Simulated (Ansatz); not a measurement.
Cost and result up the ladder for Ga(NH3)F3 (GaNF₃H₃) (8 atoms). Total charge 0; singlet. Geometry: PBE-D4/def2-SVP.

```csv
atom,x (Å),y (Å),z (Å)
Ga1,0.753,0.011,-0.744
N2,-0.724,-0.011,0.716
H3,-1.389,-0.777,0.538
H4,-1.239,0.881,0.714
H5,-0.303,-0.148,1.645
F6,0.502,1.639,-1.402
F7,0.215,-1.355,-1.738
F8,2.184,-0.240,0.271
```

Ansatz on 4 threads of Arm Neoverse V2 on a shared host. Times are rough, and most runs start from the orbitals of an earlier one. ωB97M-V/def2-TZVP serves as the yardstick here, not as an exact answer. Differences are given only for rows in sets of like size (and for xTB, whose basis is part of the method), since another set adds its own error. Binding counts from free atoms at the same level (Ga doublet, N quartet, H doublet, F doublet; other spins of the atoms weren't run), without zero-point energy or a counterpoise term.

The 6-31G sets use Cartesian d functions. B3LYP takes the VWN-RPA correlation. Correlated methods freeze 13 core orbitals; core or outer-core shells of Ga are correlated, in sets that lack core-valence functions.

Correlated methods converge slowly with the basis.

```tsv
level	functions	wall time	binding energy per atom (eV)	difference from ωB97M-V/def2-TZVP (eV)
HF/6-31G	71	0.3 s	2.38	–
PBE-D4/def2-SVP	103	0.7 s	3.72	–
B3LYP-D4/6-31G	71	0.85 s	3.54	–
PBE0-D4/def2-SVP	103	1.1 s	3.60	–
HF/def2-TZVP	190	1.2 s	2.53	-1.09
PBE-D4/def2-TZVP	190	1.4 s	3.69	0.07
PBE0-D4/def2-TZVP	190	2 s	3.58	-0.05
B3LYP-D4/def2-TZVP	190	2 s	3.60	-0.03
BHLYP-D4/def2-TZVP	190	2.2 s	3.45	-0.18
CAM-B3LYP-D4/def2-TZVP	190	2.3 s	3.65	0.03
r2SCAN-D4/def2-TZVP	190	2.7 s	3.63	0.01
ωB97X-V/def2-TZVP	190	5.5 s	3.65	0.02
ωB97M-V/def2-TZVP (with forces)	190	7.5 s	3.63	0.00
CCSD(T)/def2-TZVP	190	89 s	3.55	-0.08
```
